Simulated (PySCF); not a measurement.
## How methods differ on the excitation energy of I

I [Kr] 4d10 5s2 5p5 (2P) → I [Kr] 4d10 5s2 5p4 6s1 (4P), as a difference of total energies. All numbers are calculated (PySCF 2.14, a scalar-relativistic core potential, in aug-cc-pwCVDZ-PP with ECP28MDF). Correlated levels: valence: 4s2 4p6 4d10 frozen; valence and next inner shell: nothing frozen outside the core potential. The calculations carry no spin-orbit coupling.

| method | excitation energy (eV) |
| --- | --- |
| UHF | 6.622 |
| LDA | 7.079 |
| PBE | 6.938 |
| PBE0 | 7.064 |
| r2SCAN | 7.200 |
| wB97X-V | 7.439 |
| BLYP | 6.999 |
| M06 | 7.131 |
| MN15 | 6.961 |
| MP2 (valence) | 6.810 |
| SCS-MP2 (valence) | 6.901 |
| MP2 (valence and next inner shell) | 6.817 |
| SCS-MP2 (valence and next inner shell) | 6.889 |

Q: How much does correlation contribute at MP2 (valence and next inner shell)?

A: 6.817 − (6.622) = 0.195 eV, measured against UHF.

The promoted electron is Rydberg-like, and one or two diffuse shells describe it only roughly, which tends to raise the upper state.
